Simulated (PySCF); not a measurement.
# Gold: a sound run and one with changed settings

Sound run: Au [Xe] 4f14 5d10 6s1, Au⁺ [Xe] 4f14 5d10. All numbers are calculated (PySCF 2.14, a scalar-relativistic core potential, in def2-TZVP with the def2 core potential (60 electrons)). The sound run starts from symmetry-adapted Hartree-Fock orbitals and uses a fine grid where one is needed.

Changed run: radial step 0.3 in ln r (0.13 in the sound run). This setting is unsound on purpose.

```tsv
species	method	sound run (hartree)	changed run (hartree)	converged
Au	UHF	-134.78982	-134.78982	yes
Au	TPSS	-135.67412	-135.68051	yes
Au	M06-2X	-135.60258	-135.58595	yes
Au⁺	UHF	-134.50745	-134.50745	yes
Au⁺	TPSS	-135.33052	-135.33624	yes
Au⁺	M06-2X	-135.27398	-135.25782	yes
```

Ionisation energy of Au:

| method | sound run (eV) | changed run (eV) |
| --- | --- | --- |
| UHF | 7.684 | 7.684 |
| TPSS | 9.350 | 9.368 |
| M06-2X | 8.942 | 8.929 |

A coarse radial grid mis-integrates the density and the exchange-correlation energy, with errors of either sign; Hartree-Fock needs no grid.

For comparison, NIST gives 9.226 eV between the lowest levels.
